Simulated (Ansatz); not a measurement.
Compare A (`C[Si]1(O)C=C1`) with its isomer B (`[SiH3]OC1=CC1`).

Gas-phase electronic energies from Ansatz, PBE0-D4/def2-TZVP geometries. CCSD(T)/CBS is the MP2 limit (def2-TZVPP, def2-QZVPP) plus CCSD(T) − MP2 in def2-TZVPP, frozen cores. DFT in def2-TZVPP. Each species was taken in one conformer, which may not be the lowest.

A:

```xyz
11

C    -1.044    0.823    1.107
Si    0.043   -0.289    0.106
O     0.067   -1.718    0.921
C     1.379    0.251   -0.962
C     0.305   -0.167   -1.664
H    -0.641    0.943    2.115
H    -2.045    0.397    1.198
H    -1.120    1.804    0.638
H     0.594   -2.418    0.532
H     2.353    0.624   -1.262
H     0.109   -0.249   -2.728
```

B:

Z-matrix (Å, degrees):
```
Si
O 1 1.672
H 1 1.478 2 104.4
H 1 1.483 2 110.2 3 119.3
H 1 1.483 2 110.2 3 -119.3
C 2 1.324 1 121.2 3 -180.0
C 6 1.481 2 144.1 1 0.0
C 6 1.285 2 149.2 1 -180.0
H 7 1.093 6 120.2 2 -75.1
H 7 1.093 6 120.2 2 75.1
H 8 1.074 6 153.2 2 -0.0
```

Q: Which isomer does CCSD(T)/CBS put lower? Give the gap. (Best estimate.)

A: Ansatz gave: A, by 213.8 kJ/mol.

Q: Give E(B) − E(A) in kJ/mol with PBE-D4, CCSD/def2-TZVPP, B2PLYP, PBE0-D4, HF/def2-TZVPP, CCSD(T)/def2-TZVPP, MP2/def2-TZVPP. (Estimate.)

A: Computed: PBE-D4 196.1, CCSD/def2-TZVPP 206.5, B2PLYP 202.1, PBE0-D4 203.2, HF/def2-TZVPP 194.1, CCSD(T)/def2-TZVPP 206.8, MP2/def2-TZVPP 211.5. None reverses the order clearly.

Largest T1 diagnostic: 0.012.

In def2-TZVPP, CCSD(T) changes the Hartree–Fock value by +12.7 kJ/mol (the triples alone add +0.3 kJ/mol) and MP2 by +17.3 kJ/mol. From PBE to PBE0 (25 % exact exchange), in def2-TZVPP and without D4, E(B) − E(A) moves by +7.3 kJ/mol.
